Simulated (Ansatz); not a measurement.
Ansatz (an electronic-structure program) input (RI-MP2/aug-cc-pVTZ):
A basis named .json is the Basis Set Exchange file of that set.

Ansatz 0.2 input:
```yaml
crystal:
  periodic: [false, false, false]
  atoms:
    - {symbol: C, position_ang: [1.58127501, -0.59400284, -0.55015376]}
    - {symbol: C, position_ang: [0.84204229, 0.27288941, 0.17360442]}
    - {symbol: C, position_ang: [-0.57247051, 0.59247619, -0.21688990]}
    - {symbol: O, position_ang: [-1.52558098, -0.31873362, 0.40883161]}
    - {symbol: H, position_ang: [2.55341308, -0.76711291, -0.03601969]}
    - {symbol: H, position_ang: [1.14172926, 0.73889377, 1.13210057]}
    - {symbol: H, position_ang: [-0.66889557, 0.50859802, -1.30628459]}
    - {symbol: H, position_ang: [-0.89138258, 1.59414008, 0.09864707]}
    - {symbol: H, position_ang: [-1.03529703, -1.15282642, 0.40153930]}
basis:
  gaussian:
    orbitals: aug-cc-pVTZ
    fitting: {mean_field: def2-universal-jkfit, correlation: aug-cc-pVTZ-RIFIT.json}
total_charge: -1
magnetization: {spin_polarized: false}
correlation: {method: mp2, electrons: outside_noble_gas}
```

End of the output:

```
integrals: 0.32 GiB planned
392 factors; integrals over basis functions are off by at most 9.7e-1 eV
mean field: 0.79 GiB planned
mean field evaluation 1: about -5203.8089 eV, gradient 3.0e1 eV
mean field evaluation 2: about -5206.0520 eV, gradient 1.4e1 eV
mean field evaluation 4: about -5206.6367 eV, gradient 1.1e0 eV
mean field evaluation 8: about -5206.6435 eV, gradient 1.3e-6 eV
mean field -5206.64350754 eV, -191.3406197123 hartree, gradient 1.3e-6 eV, S^2 0.000000; 0 other end points of the search recorded, 0 dependent functions left out
4 core orbitals not correlated
654 factors; their error is unknown
reference -5206.64350754 eV, -191.3406197123 hartree; 12, 12 occupied and 283, 283 virtual orbitals, 654 factors
second order -20.99359580 eV of doubles, -0.00000000 eV of singles
Total energy: -5227.63710334 eV, -192.1121201279 hartree
```

It need not be the lowest isomer of its formula. Whether it binds its extra electron was not tested at this geometry.
